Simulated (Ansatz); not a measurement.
germylsilane (H6GeSi), singlet, at a GFN2-xTB geometry; PBE0/6-31G* (Ansatz, a first-principles code).

Here is a job for Ansatz.
Ansatz 0.2 input:
```yaml
crystal:
  periodic: [false, false, false]
  atoms:
    - {symbol: Si, position_ang: [-1.56704071, 0.16693932, 0.03758954]}
    - {symbol: Ge, position_ang: [0.74957058, -0.07985294, -0.01798040]}
    - {symbol: H, position_ang: [-2.14643979, -0.68810588, 1.07390640]}
    - {symbol: H, position_ang: [-1.92532104, 1.55570653, 0.32693199]}
    - {symbol: H, position_ang: [-2.15072553, -0.20470937, -1.25157588]}
    - {symbol: H, position_ang: [1.24574300, -1.41299042, -0.49700975]}
    - {symbol: H, position_ang: [1.48093017, 0.88627488, -0.90376928]}
    - {symbol: H, position_ang: [1.44812445, 0.08196777, 1.30063566]}
basis:
  gaussian:
    orbitals: 6-31G*
    point_charges:
      - {charge: -1.0, position_ang: [4.0865, -1.1763, -2.4473]}
hamiltonian:
  xc: pbe0
```

Q: Write the output that Ansatz gives for this input, abridged.

A: 
```
Functional definition: PBE0
667 factors; integrals over basis functions are off by at most 7.9e-4 eV
mean field evaluation 1: about -64474.0456 eV, gradient 1.3e1 eV
mean field evaluation 2: about -64474.2485 eV, gradient 1.0e1 eV
mean field evaluation 4: about -64474.3408 eV, gradient 3.5e-1 eV
mean field evaluation 8: about -64474.4167 eV, gradient 2.3e-2 eV
mean field -64474.41673752 eV, -2369.3911127746 hartree, gradient 2.2e-5 eV, S^2 0.000000; 0 other end points of the search recorded, 0 dependent functions left out
reference -64474.41676770 eV, -2369.3911138836 hartree; 26, 26 occupied and 40, 40 virtual orbitals, 667 factors
Total energy: -64474.41676770 eV, -2369.3911138836 hartree
```
